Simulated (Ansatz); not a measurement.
Geometry optimisation, RKS B3LYP-D4/def2-SVP (Ansatz 0.2.0).

input.yaml

```yaml
crystal:
  periodic: [false, false, false]
  atoms:
    - { symbol: "N", position_ang: [-0.6265, 1.3988, -0.2036] }
    - { symbol: C, position_ang: [-0.0484, 0.2366, 0.2227] }
    - { symbol: "N", position_ang: [1.1248, 0.5263, 0.9301] }
    - { symbol: "N", position_ang: [0.3095, -0.6018, -0.8656] }
    - { symbol: Si, position_ang: [-0.8669, -1.4513, 0.1087] }
    - { symbol: H, position_ang: [-0.0003, 1.9867, -0.7678] }
    - { symbol: H, position_ang: [-0.8038, 2.0336, 0.6074] }
    - { symbol: H, position_ang: [0.99928, 1.26078, 1.64855] }
    - { symbol: H, position_ang: [1.36229, -0.24098, 1.54722] }
    - { symbol: H, position_ang: [-0.2815, -0.2828, -1.6491] }
    - { symbol: H, position_ang: [-2.0322, -1.6858, -0.7532] }
    - { symbol: H, position_ang: [-0.1024, -2.6008, 0.6785] }
basis:
  gaussian: { orbitals: def2-SVP }
hamiltonian:
  xc: b3lyp
  dispersion: d4
relax:
  f_tol: 0.015
  max_steps: 40
output:
  orbitals: {}
```

Command:

```bash
$ ansatz run input.yaml --threads 2 --pin off --max-ram 3072MiB --backend cpu --events-out ev --progress --plain --runs-dir out
```

Problem. Where does it end, and by what steps?

Solution. The run converged. After 11 steps the energy has fallen by 1.084 eV; H9 moved furthest, 0.73 Å.

| step | energy less start (eV) | largest force component (eV/Å) | accepted |
| --- | --- | --- | --- |
| 0 | 0.0000 | 3.548 | yes |
| 1 | -0.7419 | 1.338 | yes |
| 2 | -0.9003 | 0.868 | yes |
| 3 | -1.0227 | 0.459 | yes |
| 4 | -1.0657 | 0.437 | yes |
| 5 | -1.0530 | 0.628 | no |
| 6 | -1.0811 | 0.153 | yes |
| 7 | -1.0812 | 0.134 | yes |
| 8 | -1.0811 | 0.250 | no |
| 9 | -1.0832 | 0.015 | yes |
| 10 | -1.0836 | 0.026 | yes |
| 11 | -1.0836 | 0.009 | yes |

```xyz
12
Properties=species:S:1:pos:R:3
N -0.717 1.403 -0.303
C 0.059 0.279 0.158
N 1.191 0.647 0.972
N 0.429 -0.696 -0.876
Si -0.869 -1.369 0.097
H -0.072 2.164 -0.537
H -1.325 1.757 0.434
H 0.912 0.895 1.921
H 1.858 -0.120 1.021
H 0.322 -0.369 -1.835
H -2.254 -1.440 -0.437
H -0.499 -2.571 0.888
```

Whether the end is a true minimum wasn't checked by a vibrational analysis.

The run took 60 s on 2 threads of Arm Neoverse N1, with other jobs on the host, peak memory 0.24 GiB.
